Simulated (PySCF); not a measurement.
## Correlation energy of Hf²⁺ (hafnium, charge +2)

[Xe] 4f14 5d1 6s1, high-spin 3D determinant (an excited configuration). All numbers are calculated (PySCF 2.14, the spin-free X2C one-electron Hamiltonian (Gaussian nucleus), in x2c-TZVPPall). Frozen: [Kr] 4d10 4f14; 10 electrons correlated.

```json
{"level": "CCSD", "correlation energy (mhartree)": "-181.37"}
{"level": "(T)", "correlation energy (mhartree)": "-2.95"}
{"level": "CCSD(T)", "correlation energy (mhartree)": "-184.32"}
```

Diagnostics: T1 = 0.027, D1 = 0.1177, largest double amplitude 0.024.

Spin-orbit coupling, absent here, splits the open shell strongly.

Cost of the coupled-cluster step: roughly 30 core-seconds, for 10 correlated electrons.

Iterations:

```
CC2 = 0
CCSD nocc = (np.int64(6), np.int64(4)), nmo = (67, 67)
frozen orbitals [[0, 1, 2, 3, 4, 5, 6, 7, 8, 9, 10, 11, 12, 13, 14, 15, 16, 17, 18, 19, 20, 21, 22, 27, 28, 29, 30, 31, 32, 33], [0, 1, 2, 3, 4, 5, 6, 7, 8, 9, 10, 11, 12, 13, 14, 15, 16, 17, 18, 19, 20, 21, 22, 27, 28, 29, 30, 31, 32, 33]]
max_cycle = 100
direct = 0
conv_tol = 1e-08
conv_tol_normt = 1e-06
diis_space = 8
diis_start_cycle = 0
Init t2, MP2 energy = -0.172063719574627
Init E_corr(UCCSD) = -0.172063719575815
cycle = 1  E_corr(UCCSD) = -0.179306418872031  dE = -0.0072426993  norm(t1,t2) = 0.0246983
cycle = 2  E_corr(UCCSD) = -0.180926044912577  dE = -0.00161962604  norm(t1,t2) = 0.00631406
cycle = 3  E_corr(UCCSD) = -0.181370091789337  dE = -0.000444046877  norm(t1,t2) = 0.00219671
cycle = 4  E_corr(UCCSD) = -0.181352276920379  dE = 1.7814869e-05  norm(t1,t2) = 0.000822402
cycle = 5  E_corr(UCCSD) = -0.181345730616583  dE = 6.5463038e-06  norm(t1,t2) = 0.000791165
cycle = 6  E_corr(UCCSD) = -0.181352190858363  dE = -6.46024178e-06  norm(t1,t2) = 0.000779434
cycle = 7  E_corr(UCCSD) = -0.181358616690296  dE = -6.42583193e-06  norm(t1,t2) = 0.000747575
cycle = 8  E_corr(UCCSD) = -0.181366575105396  dE = -7.9584151e-06  norm(t1,t2) = 0.000465522
cycle = 9  E_corr(UCCSD) = -0.181365187084551  dE = 1.38802085e-06  norm(t1,t2) = 9.90523e-05
cycle = 10  E_corr(UCCSD) = -0.181365727971441  dE = -5.40886889e-07  norm(t1,t2) = 2.87612e-05
cycle = 11  E_corr(UCCSD) = -0.181365262997133  dE = 4.64974307e-07  norm(t1,t2) = 7.02407e-06
cycle = 12  E_corr(UCCSD) = -0.181365397821407  dE = -1.34824273e-07  norm(t1,t2) = 1.7928e-06
cycle = 13  E_corr(UCCSD) = -0.181365380641648  dE = 1.71797591e-08  norm(t1,t2) = 4.36268e-07
cycle = 14  E_corr(UCCSD) = -0.181365378433322  dE = 2.20832577e-09  norm(t1,t2) = 1.10512e-07
UCCSD converged
E(UCCSD) = -15072.8801286535  E_corr = -0.181365378433322
UCCSD(T) correction = -0.00294592221912716
```

This basis was not built for core-valence correlation, so the inner-shell part is incomplete.
